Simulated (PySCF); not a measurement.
Calculation: ωB97X-D3(BJ)/def2-TZVP run with PySCF. Isolated molecules, 0 K electronic values unless said otherwise. 

Reference species (SMILES): `[Si](=[SiH2])(F)[SiH3]` (neutral, multiplicity 1).

The dipole moment comes out as 1.09 D. The LUMO comes out as -0.07 eV.

Changed species: `[SiH3]/[SiH]=[SiH]/F`.

### Question
Predict the effect on the dipole moment and LUMO.

### Answer
the dipole moment falls by 0.51 D, to 0.58 D; the LUMO falls by 0.21 eV, to -0.28 eV.
